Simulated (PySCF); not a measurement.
# Sr (strontium, neutral) across methods

[Kr] 5s2, closed-shell 1S. All numbers are calculated (PySCF 2.14, no relativity, point nucleus, in dyall-av2z (22s16p11d, 125 functions)).

```tsv
method	E (hartree)	mean ε 4s (eV)	mean ε 4p (eV)	mean ε 5s (eV)	Σ⟨r²⟩ (bohr²)	⟨S²⟩
TPSSh	-3133.24	-41.459	-24.051	-3.688	72.13	0.000
BP86	-3133.68	-39.667	-23.001	-3.599	70.46	0.000
LDA	-3129.45	-39.604	-22.978	-3.587	70.08	0.000
PBE	-3132.94	-39.600	-22.941	-3.478	71.16	0.000
PBE0	-3133.05	-42.890	-24.941	-3.993	71.63	0.000
UHF	-3131.53826	-51.623	-29.885	-4.857	76.10	0.000
r2SCAN	-3133.34	-41.083	-23.789	-3.523	72.52	0.000
r2SCANh	-3133.35	-42.189	-24.464	-3.718	72.49	0.000
```

A non-relativistic calculation at this Z misses sizeable relativistic shifts.
